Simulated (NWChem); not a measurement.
## silicon monosulfide (SSi) in NWChem

```xyz
2

Si     0.0000     0.0000     1.0345
S      0.0000     0.0000    -0.9052
```
Charge 0, spin multiplicity 1.

The numbers come from NWChem runs, not from measurements. Structure: optimised with PBE0/def2-SVP, a minimum by its harmonic frequencies.

Symmetry labels belong to the abelian group C2v used in the runs, with the axes of the coordinates shown; states degenerate in a higher group split over its labels.

Q: List the lowest 6 singlet excitations that TD-PBE0/aug-cc-pVDZ gives, with oscillator strengths.

A: 
```
state  symmetry  energy (eV)  wavelength (nm)      f
-----  --------  -----------  ---------------  -----
1            a2         4.12              301  0.000
2            a2         4.37              283  0.000
3            a1         4.37              283  0.000
4            b1         4.45              279  0.023
5            b2         4.45              279  0.023
6            a1         6.12              203  0.153
```
